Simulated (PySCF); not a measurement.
**AuH at PBE0**

Level: PBE0. basis H cc-pVDZ, Au cc-pVDZ-PP with ECP60; scalar-relativistic core potentials; PySCF 2.14.

For AuH, the state is ¹Σ⁺ (singlet), closed shell. The bond length is 1.545 Å, the harmonic wavenumber is 2268 cm⁻¹ and the force constant is 3.04 mdyn/Å. The rotational constant Be is 7.041 cm⁻¹. The anharmonicity ωexe is 41.4 cm⁻¹. The vibration–rotation constant αe is 0.207 cm⁻¹. The well depth De to H + Au (5d10 6s1) is 2.96 eV, the dissociation energy D0 is 2.82 eV and the HOMO–LUMO gap is 5.02 eV. The bond order (Mayer) is 1.10 and the dipole moment (positive dipole means H(−)Au(+)) is 1.46 D.

Spin–orbit coupling is left out.
